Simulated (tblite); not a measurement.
A geometry optimisation, step by step.

C5H4B (doublet state).
Bonds: C1–C2 (triple), C2–B3, B3–C4, B3–C5, C5–C6 (triple). Hydrogens: H7, H8, H9 on C4; H10 on C6.
Bond orders are those of one Lewis drawing.

Computed with GFN2-xTB (tblite), gas phase: L-BFGS steps from a force-field or distance-geometry start until the largest atomic force falls under 0.01 eV/Å. 14 of its 33 geometries are shown.

Step 0: E = -372.7114 eV, largest atomic force 2.079 eV/Å
```
atom  x, y, z in Å  |  force x, y, z in eV/Å
C1     -0.395    2.870    0.710   -0.006   0.141   0.032
C2     -0.282    1.692    0.501    0.257  -1.271   0.202
B3     -0.087    0.164    0.252    0.526   0.761  -1.862
C4     -1.366   -0.583   -0.370   -0.014   0.360   1.334
C5      1.307   -0.316   -0.180   -0.394   0.191   0.701
C6      2.409   -0.674   -0.522    0.352  -0.055   0.027
H7     -2.241    0.033   -0.082    0.126  -0.804  -0.271
H8     -1.316   -0.602   -1.467    0.065  -0.290   0.540
H9     -1.415   -1.603    0.093   -0.270   0.813  -0.786
H10     3.395   -0.976   -0.811   -0.642   0.155   0.082
```

Step 2: E = -372.9514 eV, largest atomic force 1.586 eV/Å
```
atom  x, y, z in Å  |  force x, y, z in eV/Å
C1     -0.391    2.842    0.706   -0.018   0.234   0.100
C2     -0.271    1.661    0.518    0.204  -0.275   0.041
B3     -0.061    0.204    0.149   -0.177   0.071  -0.457
C4     -1.362   -0.562   -0.308    0.816   0.363  -1.311
C5      1.314   -0.314   -0.150   -0.986   0.426   0.465
C6      2.398   -0.667   -0.511    1.259  -0.364  -0.311
H7     -2.240   -0.009   -0.094   -0.901   0.275   0.345
H8     -1.312   -0.618   -1.430    0.034  -0.070   0.835
H9     -1.431   -1.562    0.052   -0.091  -0.648   0.268
H10     3.365   -0.970   -0.808   -0.139  -0.013   0.025
```

Step 5: E = -373.0092 eV, largest atomic force 0.255 eV/Å
```
atom  x, y, z in Å  |  force x, y, z in eV/Å
C1     -0.391    2.840    0.709    0.015  -0.043   0.073
C2     -0.263    1.656    0.524    0.128   0.180   0.056
B3     -0.063    0.214    0.120   -0.046   0.046  -0.166
C4     -1.352   -0.552   -0.326   -0.247  -0.062  -0.008
C5      1.314   -0.309   -0.140    0.044   0.076   0.028
C6      2.404   -0.667   -0.508    0.121   0.000   0.048
H7     -2.261   -0.011   -0.087   -0.141  -0.062   0.090
H8     -1.310   -0.624   -1.410    0.002  -0.083  -0.160
H9     -1.433   -1.569    0.052    0.062   0.020   0.047
H10     3.363   -0.972   -0.809    0.063  -0.072  -0.007
```

Step 7: E = -373.0220 eV, largest atomic force 0.297 eV/Å
```
atom  x, y, z in Å  |  force x, y, z in eV/Å
C1     -0.390    2.841    0.717   -0.013   0.266   0.131
C2     -0.248    1.663    0.529    0.123  -0.240  -0.091
B3     -0.067    0.222    0.095   -0.048   0.029   0.008
C4     -1.369   -0.553   -0.330    0.112   0.041  -0.106
C5      1.320   -0.302   -0.136    0.059   0.017  -0.116
C6      2.413   -0.665   -0.501   -0.064   0.052   0.076
H7     -2.279   -0.019   -0.078   -0.080  -0.074  -0.005
H8     -1.311   -0.634   -1.418   -0.141  -0.052   0.009
H9     -1.429   -1.568    0.056    0.035   0.002   0.049
H10     3.368   -0.979   -0.809    0.017  -0.042   0.046
```

Step 10: E = -373.0324 eV, largest atomic force 0.329 eV/Å
```
atom  x, y, z in Å  |  force x, y, z in eV/Å
C1     -0.386    2.847    0.741    0.079  -0.319   0.023
C2     -0.220    1.671    0.527   -0.044   0.311  -0.012
B3     -0.073    0.232    0.070    0.076   0.013   0.033
C4     -1.377   -0.551   -0.342    0.019  -0.011   0.079
C5      1.324   -0.289   -0.147   -0.143   0.020  -0.108
C6      2.422   -0.659   -0.487    0.027  -0.004  -0.025
H7     -2.303   -0.040   -0.072    0.142  -0.072  -0.103
H8     -1.333   -0.651   -1.428   -0.157  -0.026   0.016
H9     -1.418   -1.563    0.065    0.070   0.074  -0.019
H10     3.373   -0.991   -0.801   -0.067   0.016   0.116
```

Step 12: E = -373.0423 eV, largest atomic force 0.278 eV/Å
```
atom  x, y, z in Å  |  force x, y, z in eV/Å
C1     -0.378    2.848    0.770    0.085  -0.255   0.008
C2     -0.194    1.682    0.517   -0.111   0.253   0.027
B3     -0.075    0.244    0.056    0.026   0.017  -0.092
C4     -1.376   -0.549   -0.351   -0.082  -0.060   0.072
C5      1.320   -0.277   -0.173   -0.096  -0.018  -0.046
C6      2.427   -0.652   -0.474   -0.016  -0.020  -0.075
H7     -2.313   -0.067   -0.076    0.121   0.079  -0.023
H8     -1.372   -0.670   -1.435   -0.016  -0.008   0.020
H9     -1.401   -1.552    0.073    0.113  -0.016  -0.011
H10     3.372   -1.002   -0.781   -0.024   0.026   0.120
```

Step 15: E = -373.0525 eV, largest atomic force 0.369 eV/Å
```
atom  x, y, z in Å  |  force x, y, z in eV/Å
C1     -0.361    2.843    0.806   -0.003   0.321   0.126
C2     -0.185    1.694    0.503   -0.049  -0.352  -0.101
B3     -0.079    0.258    0.027   -0.124   0.027  -0.120
C4     -1.377   -0.553   -0.353    0.059   0.017  -0.093
C5      1.305   -0.270   -0.207    0.099  -0.033  -0.029
C6      2.421   -0.647   -0.472   -0.106  -0.005  -0.036
H7     -2.309   -0.075   -0.081   -0.085   0.120   0.149
H8     -1.411   -0.689   -1.436    0.100  -0.021   0.002
H9     -1.366   -1.549    0.081    0.036  -0.067   0.039
H10     3.370   -1.008   -0.743    0.073  -0.006   0.061
```

Step 17: E = -373.0611 eV, largest atomic force 0.170 eV/Å
```
atom  x, y, z in Å  |  force x, y, z in eV/Å
C1     -0.338    2.840    0.853    0.030   0.057   0.039
C2     -0.182    1.704    0.486   -0.098  -0.125  -0.061
B3     -0.090    0.277   -0.023   -0.031   0.000  -0.004
C4     -1.382   -0.558   -0.359    0.043   0.070  -0.073
C5      1.292   -0.264   -0.242    0.057   0.043  -0.046
C6      2.413   -0.644   -0.477   -0.004  -0.045  -0.009
H7     -2.310   -0.074   -0.072   -0.036  -0.048   0.152
H8     -1.442   -0.713   -1.437    0.082  -0.035  -0.036
H9     -1.325   -1.550    0.091   -0.085   0.082   0.010
H10     3.372   -1.015   -0.694    0.042   0.000   0.028
```

Step 20: E = -373.0669 eV, largest atomic force 0.234 eV/Å
```
atom  x, y, z in Å  |  force x, y, z in eV/Å
C1     -0.327    2.836    0.866    0.047  -0.207  -0.056
C2     -0.200    1.700    0.478   -0.085   0.212   0.053
B3     -0.093    0.282   -0.041    0.094  -0.017   0.031
C4     -1.383   -0.553   -0.365   -0.053  -0.016   0.046
C5      1.293   -0.257   -0.255   -0.006   0.052  -0.059
C6      2.410   -0.650   -0.482    0.040  -0.025   0.016
H7     -2.310   -0.075   -0.051    0.056  -0.073  -0.039
H8     -1.435   -0.722   -1.441   -0.043   0.017  -0.009
H9     -1.323   -1.541    0.094   -0.045   0.057   0.001
H10     3.378   -1.015   -0.677   -0.006   0.000   0.015
```

Step 22: E = -373.0692 eV, largest atomic force 0.065 eV/Å
```
atom  x, y, z in Å  |  force x, y, z in eV/Å
C1     -0.316    2.832    0.879    0.019  -0.048  -0.013
C2     -0.210    1.703    0.471   -0.036   0.050   0.022
B3     -0.092    0.286   -0.051    0.010   0.006  -0.019
C4     -1.384   -0.551   -0.369   -0.011  -0.034   0.027
C5      1.292   -0.249   -0.275    0.042   0.022  -0.029
C6      2.410   -0.653   -0.482    0.024   0.001   0.018
H7     -2.309   -0.084   -0.044   -0.008   0.017  -0.054
H8     -1.445   -0.729   -1.444   -0.036   0.037   0.032
H9     -1.319   -1.533    0.098   -0.003  -0.041   0.013
H10     3.381   -1.018   -0.660   -0.001  -0.011   0.001
```

Step 25: E = -373.0703 eV, largest atomic force 0.087 eV/Å
```
atom  x, y, z in Å  |  force x, y, z in eV/Å
C1     -0.303    2.827    0.897    0.002   0.058   0.018
C2     -0.216    1.707    0.465   -0.007  -0.083  -0.026
B3     -0.093    0.294   -0.070   -0.012  -0.007  -0.007
C4     -1.384   -0.553   -0.370    0.005   0.003   0.008
C5      1.292   -0.240   -0.296    0.011   0.033  -0.006
C6      2.410   -0.653   -0.480    0.011   0.014   0.016
H7     -2.309   -0.088   -0.043   -0.018   0.019  -0.001
H8     -1.462   -0.736   -1.442    0.001   0.010   0.004
H9     -1.308   -1.531    0.104   -0.014  -0.026   0.005
H10     3.382   -1.022   -0.639    0.020  -0.020  -0.011
```

Step 27: E = -373.0707 eV, largest atomic force 0.019 eV/Å
```
atom  x, y, z in Å  |  force x, y, z in eV/Å
C1     -0.302    2.826    0.894    0.001   0.005  -0.001
C2     -0.223    1.704    0.465    0.002  -0.008  -0.001
B3     -0.092    0.292   -0.069    0.010  -0.013   0.007
C4     -1.385   -0.554   -0.367   -0.008   0.001   0.003
C5      1.296   -0.235   -0.297   -0.011   0.010  -0.003
C6      2.413   -0.653   -0.479    0.005   0.018   0.002
H7     -2.310   -0.085   -0.044    0.015  -0.002   0.007
H8     -1.460   -0.732   -1.440   -0.002  -0.008  -0.006
H9     -1.313   -1.534    0.104   -0.016   0.007  -0.007
H10     3.384   -1.023   -0.642    0.004  -0.009   0.001
```

Step 30: E = -373.0709 eV, largest atomic force 0.012 eV/Å
```
atom  x, y, z in Å  |  force x, y, z in eV/Å
C1     -0.304    2.827    0.890    0.001  -0.005  -0.003
C2     -0.224    1.702    0.466    0.004   0.001   0.005
B3     -0.091    0.289   -0.064   -0.005   0.004  -0.004
C4     -1.385   -0.555   -0.367    0.004  -0.002  -0.004
C5      1.298   -0.235   -0.294    0.004  -0.006  -0.001
C6      2.415   -0.652   -0.478    0.005   0.011  -0.003
H7     -2.309   -0.084   -0.044    0.002   0.009   0.005
H8     -1.457   -0.730   -1.440   -0.004  -0.004   0.001
H9     -1.318   -1.535    0.103   -0.006  -0.008  -0.002
H10     3.385   -1.024   -0.646   -0.004   0.000   0.006
```

Step 32: E = -373.0709 eV, largest atomic force 0.010 eV/Å
```
atom  x, y, z in Å  |  force x, y, z in eV/Å
C1     -0.303    2.826    0.890    0.000  -0.002  -0.002
C2     -0.224    1.702    0.466    0.004  -0.008   0.001
B3     -0.091    0.289   -0.065   -0.005   0.005  -0.004
C4     -1.385   -0.555   -0.367    0.003   0.000  -0.002
C5      1.298   -0.234   -0.296    0.005  -0.003   0.000
C6      2.416   -0.649   -0.478    0.001  -0.001  -0.002
H7     -2.308   -0.083   -0.043   -0.006   0.008   0.001
H8     -1.459   -0.731   -1.441   -0.003   0.001   0.001
H9     -1.320   -1.536    0.102    0.000  -0.007   0.003
H10     3.385   -1.025   -0.644    0.001   0.006   0.003
```

**Question.** Summarise the path.

**Answer.** The energy falls by 0.3595 eV from step 0 to step 32; nine tenths of that is first reached at step 11. It rises by more than 0.2 meV at step 4. The largest force goes from 2.079 to 0.010 eV/Å. Among the bonds C2–B3 changes most, from 1.561 to 1.515 Å; the atoms move by 0.170 Å rms after alignment.

The cost below is that of the whole relaxation. The run took 0.19 s on one thread of an Arm Neoverse N1, shared host.
